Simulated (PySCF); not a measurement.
A small calculation by hand: dipole moment from atomic charges

Be(Cl)(Me) (CH3BeCl), SMILES [CH3][Be][Cl]. Atoms are numbered in the order given.

```xyz
6

Be     0.0000     0.0000     0.4862
Cl     0.0000     0.0000    -1.3294
C      0.0000     0.0000     2.1587
H      0.8794    -0.5077     2.5679
H     -0.8794    -0.5077     2.5679
H      0.0000     1.0154     2.5679
```

Geometry optimised at r2SCAN-D4/def2-TZVP.

Charges (e) from M06-2X/def2-TZVPD (PySCF):

| atom | IAO | ESP fit |
|---|---|---|
| Be1 | 1.437 | 0.524 |
| Cl2 | -0.774 | -0.291 |
| C3 | -1.118 | -0.621 |
| H4 | 0.152 | 0.130 |
| H5 | 0.152 | 0.130 |
| H6 | 0.152 | 0.129 |

The dipole moment of the full density is 1.26 D.

Q: What dipole moment does each set of point charges give, and which comes closer to that of the density?

A: 
μ = Σ q r, and 1 e Å = 4.8032 D.
IAO: Σ q r = (0.000, 0.000, 0.485) e Å, |μ| = 2.33 D.
ESP fit: Σ q r = (0.000, -0.001, 0.300) e Å, |μ| = 1.44 D.
ESP fit comes closer in size. Point charges leave out the atoms' own dipoles (lone pairs, polarised bonds); fits to the potential absorb them, partitions of the density don't.
